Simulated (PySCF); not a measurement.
Cartesian coordinates in Å; atom numbers follow the order of the lines, from 1:
```xyz
6

Zn   -0.008    0.009   -1.108
C     0.004    0.002    0.826
H    -0.449    0.924    1.223
H     1.034   -0.069    1.207
H    -0.567   -0.856    1.212
Br   -0.014   -0.009   -3.359
```

Geometry: PBE0-D3(BJ)/def2-SVP; GIAO absolute shieldings from PySCF 2.14.0 with density-fitted response routines, gas phase, non-relativistic, averaged over equivalent atoms.

At PBE0/pcSseg-1 (pcSseg-2 on Zn) (146 basis functions, 14 s wall time on 1 thread of an x86-64 server CPU, shared host):
```json
{"atoms": "Zn1", "σ (ppm)": "1608.1"}
{"atoms": "C2", "σ (ppm)": "197.1"}
{"atoms": "H3/H4/H5", "σ (ppm)": "31.13"}
{"atoms": "Br6", "σ (ppm)": "2790.3"}
```

Question: Predict the values at PBE/pcSseg-1 (pcSseg-2 on Zn) on the same geometry.

Answer: 
| atoms | σ at PBE/pcSseg-1 (pcSseg-2 on Zn) | change |
| --- | --- | --- |
| Zn1 | 1543.0 | -65.1 |
| C2 | 189.8 | -7.3 |
| H3/H4/H5 | 30.92 | -0.21 |
| Br6 | 2686.2 | -104.1 |

The largest change is at Br6 (bromine bonded to Zn). Cost: 146 basis functions, 14 s wall time on 1 thread of an x86-64 server CPU, shared host.

Relativistic effects, spin–orbit coupling among them, are left out; they matter for Br and for the light atoms bonded to it.
